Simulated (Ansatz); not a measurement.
Isolated molecules relaxed with PBE0-D4/def2-TZVP in Ansatz; ΔE leaves out vibrations. CCSD(T)/CBS adds triple-zeta CCSD(T) − MP2 to the extrapolated MP2 energy (def2 sets, frozen cores). Functionals use def2-TZVPP. B3LYP here is the variant with VWN-RPA as its local correlation; programs differ in this. One conformer a species, not always the lowest.

`BN([SiH2][SiH3])[Si](C)(C)C` + trimethylsilanol → hexamethyldisiloxane + `BN[SiH2][SiH3]`  (ligand exchange at the Si–N bond)

| level | ΔE (kcal/mol) |
| --- | --- |
| PBE0-D4 | -15.7 |
| B3LYP-D4 | -17.5 |
| r2SCAN0-D4 | -17.0 |
| BLYP | -19.9 |
| r2SCAN0 | -17.3 |
| BHLYP | -20.5 |
| CCSD/def2-TZVPP | -17.1 |
| HF/def2-QZVPP | -23.1 |

(1) What does CCSD(T)/CBS give? (Best estimate.)

Largest T1 diagnostic among the species: 0.013.

Results:

(1) Computed: -16.1 kcal/mol. The listed levels differ from it by 0.4, -1.4, -0.9, -3.8, -1.2, -4.4, -1.0, -7.0 kcal/mol.

The D4 term adds +2.4 kcal/mol with B3LYP and +1.2 kcal/mol with PBE0; it sums over pairs of atoms, weighted by their polarisabilities, and B3LYP, whose exchange is more repulsive, gets the larger term. In def2-TZVPP, CCSD(T) changes the Hartree–Fock value by +6.8 kcal/mol (the triples alone add +1.1 kcal/mol) and MP2 by +7.7 kcal/mol.

CCSD(T)/CBS has its own doubt, a few kJ/mol and more with outer-core shells, so smaller differences from it don't rank the levels.
